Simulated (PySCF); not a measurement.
C6H4F4Si, SMILES c1(F)cc([Si](F)(F)F)ccc1 (GFN2-xTB optimised geometry):

```
15

F     -2.039    -2.263     0.000
C     -1.390    -1.083     0.000
C     -2.126     0.088     0.000
C     -1.445     1.293    -0.001
C     -0.062     1.316    -0.001
C      0.677     0.131     0.000
Si     2.543     0.169     0.012
F      3.192     0.427     1.438
F      3.161     1.309    -0.902
F      3.204    -1.183    -0.487
C     -0.008    -1.083     0.000
H     -3.204     0.045     0.000
H     -1.999     2.219    -0.003
H      0.454     2.263    -0.005
H      0.521    -2.023    -0.003
```

Level of theory: PBE0/def2-TZVP (PySCF).

What are the frontier orbital energies and the dipole moment?

HOMO-2 -10.02 eV, HOMO-1 -8.39 eV, HOMO -7.85 eV, LUMO -1.57 eV, LUMO+1 -0.85 eV; dipole moment 3.11 D.

Meta-Löwdin charges at PBE0/def2-TZVP: F1 -0.27, C2 0.30, C3 -0.14, C4 -0.11, C5 -0.11, C6 -0.28, Si7 1.65, F8 -0.49, F9 -0.49, F10 -0.49, C11 -0.14, H12 0.15, H13 0.14, H14 0.13, H15 0.14.
